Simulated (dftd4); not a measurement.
osmium atom (Os), quintet; D4 for r2scan (dftd4).

Input for dftd4:
```
$ dftd4 mol.xyz --func r2scan --charge 0 --json dftd4.json --noedisp

# file mol.xyz
1

Os     0.00000000     0.00000000     0.00000000
```

Problem. Predict the main parts of the log of this dftd4 run.

Solution. 
```
                    ____  _____ _____     ____  _  _
      -------------|  _ \|  ___|_   _|---|  _ \| || |------------
     |             | | | | |_    | | ___ | | | | || |_           |
     |             | |_| |  _|   | ||___|| |_| |__   _|          |
     |             |____/|_|     |_|     |____/   |_|            |
     |             ===================================           |
     |            E. Caldeweyher, S. Ehlert & S. Grimme          |
     |          Mulliken Center for Theoretical Chemistry        |
     |                    University of Bonn                     |
      -----------------------------------------------------------

Rational (Becke-Johnson) damping: r2scan-D4-ATM
---------------------
  s6         1.0000
  s8         0.6019
  s9         1.0000
  a1         0.5156
  a2         5.7734
 alp        16.0000
--------------------

Dispersion energy:       0.0000000000000E+00 Eh

[Info] JSON dump of results written to 'dftd4.json'
```
